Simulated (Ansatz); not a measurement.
Ansatz (a program for electronic structure) input (CCSD(T)/aug-cc-pV(D+d)Z):
A basis named .json is the Basis Set Exchange file of that set.

Ansatz 0.2 input:
```yaml
crystal:
  periodic: [false, false, false]
  atoms:
    - {symbol: C, position_ang: [-0.98968946, 1.30693810, -1.13214169]}
    - {symbol: Si, position_ang: [-0.09837994, -0.10719018, -0.30211306]}
    - {symbol: C, position_ang: [1.43519159, -0.59691301, -1.24628938]}
    - {symbol: C, position_ang: [-1.23114449, -1.56602427, -0.03418289]}
    - {symbol: Cl, position_ang: [0.51540278, 0.56155876, 1.58274044]}
    - {symbol: H, position_ang: [-1.33349510, 1.00939206, -2.12632547]}
    - {symbol: H, position_ang: [-1.85969465, 1.61633297, -0.55057462]}
    - {symbol: H, position_ang: [-0.33301549, 2.17122250, -1.24459730]}
    - {symbol: H, position_ang: [1.97413694, -1.39372995, -0.73104656]}
    - {symbol: H, position_ang: [1.16971437, -0.95595719, -2.24416035]}
    - {symbol: H, position_ang: [2.11238821, 0.25125840, -1.35971106]}
    - {symbol: H, position_ang: [-1.58274961, -1.95637264, -0.99290045]}
    - {symbol: H, position_ang: [-2.10319321, -1.28094433, 0.55667661]}
    - {symbol: H, position_ang: [-0.71476532, -2.37104315, 0.49131842]}
basis:
  gaussian:
    orbitals: aug-cc-pV_D+d_Z.json
magnetization: {spin_polarized: false}
correlation: {method: ccsd_t, electrons: outside_noble_gas}
output: {forces: true}
```

End of the output:

```
Atom 0 at    -0.989689     1.306938    -1.132142 Å, force     0.136291    -0.213062     0.129458 eV/Å
Atom 1 at    -0.098380    -0.107190    -0.302113 Å, force    -0.026430    -0.028797    -0.081163 eV/Å
Atom 2 at     1.435192    -0.596913    -1.246289 Å, force    -0.231274     0.075525     0.146761 eV/Å
Atom 3 at    -1.231144    -1.566024    -0.034183 Å, force     0.172891     0.222423    -0.036971 eV/Å
Atom 4 at     0.515403     0.561559     1.582740 Å, force     0.088428     0.096347     0.271552 eV/Å
Atom 5 at    -1.333495     1.009392    -2.126325 Å, force    -0.158035    -0.130865    -0.452268 eV/Å
Atom 6 at    -1.859695     1.616333    -0.550575 Å, force    -0.403599     0.146391     0.266356 eV/Å
Atom 7 at    -0.333015     2.171222    -1.244597 Å, force     0.300747     0.402394    -0.053837 eV/Å
Atom 8 at     1.974137    -1.393730    -0.731047 Å, force     0.252595    -0.368808     0.235466 eV/Å
Atom 9 at     1.169714    -0.955957    -2.244160 Å, force    -0.116026    -0.163848    -0.454246 eV/Å
Atom 10 at     2.112388     0.251258    -1.359711 Å, force     0.316378     0.390121    -0.054573 eV/Å
Atom 11 at    -1.582750    -1.956373    -0.992900 Å, force    -0.162218    -0.180636    -0.433247 eV/Å
Atom 12 at    -2.103193    -1.280944     0.556677 Å, force    -0.405155     0.127871     0.273433 eV/Å
Atom 13 at    -0.714765    -2.371043     0.491318 Å, force     0.235407    -0.375055     0.243280 eV/Å
Dipole moment:    -0.136546    -0.148774    -0.419316 e Å
```
